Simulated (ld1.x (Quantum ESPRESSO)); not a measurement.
## chromium, TM: configuration errors across variants

| Item | Value |
| --- | --- |
| Element | chromium (Cr) |
| Generator | ld1.x (Quantum ESPRESSO) 7.5 |
| Type | norm-conserving Troullier–Martins (Kleinman–Bylander form) |
| Functional | PBEsol |
| Relativity | scalar-relativistic |
| Frozen core | [Ne] |
| Valence charge | 14 |
| Reference configuration | 3s2 3p6 3d5 4s1 4p0 |
| Partial waves | 3p (bound): rc 0.95 bohr; 3d (bound): rc 1.60 bohr; 3s (bound): rc 1.45 bohr |
| Local potential | the s channel |
| Core correction | none |

Occupied shells without a wave of their own: 4s. They enter only through the test configuration that unscreens the potential.

All-electron excitation energies from the reference (eV): (1) 3s2 3p6 3d5 4s0 4p0 6.873; (2) 3s2 3p6 3d4 4s0 4p0 22.887; (3) 3s2 3p6 3d3 4s0 4p0 53.592; (4) 3s2 3p6 3d6 4s0 4p0 1.727; (5) 3s2 3p6 3d5 4s0 4p1 3.143; (6) 3s2 3p6 3d5.5 4s0.5 4p0 0.723; (7) 3s2 3p6 3d2 4s0 4p0 101.910.

For the base: The 4s level has no wave, so the channel is fitted at the deeper level alone: the likely source of the large errors.

On the changes marked as counting shells twice: ld1.x takes every shell without a wave as core, so the model core holds the marked electrons as well and exchange and correlation see them twice. This cancels in the reference configuration, but the file is broken for other ones, and its errors say nothing about a proper core correction.

2 further variants failed, have other tests or another functional or relativity, and are left out.

The file “base” misses its own reference levels by 0.6 eV. The file “wave 3d (bound): rc 1.60 bohr becomes 3d (bound): rc 2.12 bohr” misses its own reference levels by 0.6 eV. The file “core correction a·sin(br)/r model core inside 0.84 bohr (4s counted twice)” misses its own reference levels by 0.6 eV. The file “all radii scaled by about 1.07 (s 1.56, p 1.02, d 1.72 bohr)” misses its own reference levels by 0.8 eV. The file “wave 3p (bound): rc 0.95 bohr becomes 3p (bound): rc 0.98 bohr” misses its own reference levels by 0.6 eV.

Errors AE − PS in meV (a dash: test not solved or not reliable):

```csv
change,(1),(2),(3),(4),(5),(6),(7),bound ghosts
base,-773,-1238,-1745,-485,-554,-261,-2068,none
wave 3d (bound): rc 1.60 bohr becomes 3d (bound): rc 2.12 bohr,-768,-1249,-1637,-480,-553,-259,-1375,none
wave 3s (bound): rc 1.45 bohr becomes 3s (bound): rc 0.96 bohr,-60,-105,-120,-38,-43,-20,+67,none
core correction a·sin(br)/r model core inside 0.84 bohr (4s counted twice),-941,-1640,-2337,-497,-588,-264,-2798,none
"all radii scaled by about 1.07 (s 1.56, p 1.02, d 1.72 bohr)",-1073,-1704,-2385,-681,-770,-366,-2816,none
wave 3p (bound): rc 0.95 bohr becomes 3p (bound): rc 0.98 bohr,-773,-1239,-1745,-485,-554,-261,-2067,none
```

(1) Give the same row for: wave 3d (bound): rc 1.60 bohr becomes 3d (bound): rc 2.42 bohr.

## Answers

(1) -764, -1254, -1493, -471, -553, -256, -665; bound ghosts: none.
